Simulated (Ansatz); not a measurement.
Geometry optimisation, RKS CAM-B3LYP-D4/STO-3G in Ansatz 0.2.0.

Input:

```yaml
crystal:
  periodic: [false, false, false]
  atoms:
    - { symbol: C, position_ang: [-0.1134, -2.2002, 0.3584] }
    - { symbol: Si, position_ang: [1.0009, -0.9862, -0.5233] }
    - { symbol: C, position_ang: [0.5913, 0.7815, -0.0454] }
    - { symbol: O, position_ang: [1.6468, 1.6406, -0.6186] }
    - { symbol: B, position_ang: [-0.8359, 1.1584, -0.5585] }
    - { symbol: "N", position_ang: [-1.9322, 1.5461, 0.4505] }
    - { symbol: H, position_ang: [-1.1782, -1.9358, 0.0419] }
    - { symbol: H, position_ang: [0.1324, -3.1825, 0.0675] }
    - { symbol: H, position_ang: [-0.0622, -2.0077, 1.4862] }
    - { symbol: H, position_ang: [2.3873, -1.3032, -0.1083] }
    - { symbol: H, position_ang: [0.8541, -1.1356, -1.9572] }
    - { symbol: H, position_ang: [0.6901, 0.852, 1.0959] }
    - { symbol: H, position_ang: [1.5161, 2.4996, -0.1055] }
    - { symbol: H, position_ang: [-1.105, 1.1696, -1.6802] }
    - { symbol: H, position_ang: [-1.5845, 2.3242, 1.0168] }
    - { symbol: H, position_ang: [-2.0306, 0.7567, 1.1241] }
basis:
  gaussian: { orbitals: STO-3G }
hamiltonian:
  xc: cam_b3lyp
  dispersion: d4
relax:
  f_tol: 0.02
  max_steps: 40
scf:
  lower_state_search: "off"
```

Command:

```bash
$ ansatz run input.yaml --threads 1 --pin off --max-ram 2048MiB --backend cpu --events-out ev --progress --plain --runs-dir out
```

Question: Where does it end, and by what steps?

Answer: The run converged. Limits of this set-up: minimal basis. After 21 steps the energy has fallen by 2.281 eV; H15 moved furthest, 1.58 Å.

```tsv
step	energy less start (eV)	largest force component (eV/Å)	accepted
0	0.0000	3.659	yes
1	-0.4059	0.735	yes
2	-0.4449	0.613	yes
3	-0.4753	0.392	yes
4	-0.5829	0.626	yes
5	-0.8126	1.441	yes
6	-1.0893	2.223	yes
7	-1.4264	3.086	yes
8	-1.7211	2.364	yes
9	-2.0361	1.186	yes
10	-2.0050	1.752	no
11	-2.1555	0.823	yes
12	-2.2264	0.600	yes
13	-2.2595	0.453	yes
14	-2.2755	0.257	yes
15	-2.2796	0.059	yes
16	-2.2801	0.028	yes
17	-2.2803	0.022	yes
18	-2.2807	0.023	yes
19	-2.2809	0.034	yes
20	-2.2811	0.024	yes
21	-2.2811	0.010	yes
```

```xyz
16
Properties=species:S:1:pos:R:3
C -0.235 -2.035 0.442
Si 0.959 -0.978 -0.532
C 0.797 0.835 0.005
O 1.907 1.552 -0.666
B -0.649 1.377 -0.343
N -1.722 1.128 0.493
H -1.270 -1.734 0.261
H -0.144 -3.089 0.165
H -0.049 -1.961 1.517
H 2.305 -1.430 -0.289
H 0.674 -1.108 -1.937
H 0.952 0.853 1.106
H 1.638 2.530 -0.547
H -0.845 1.989 -1.320
H -2.689 1.444 0.301
H -1.652 0.604 1.386
```

Run time: 77 s on 1 thread of Arm Neoverse V2, with other jobs on the host, peak memory 0.17 GiB.
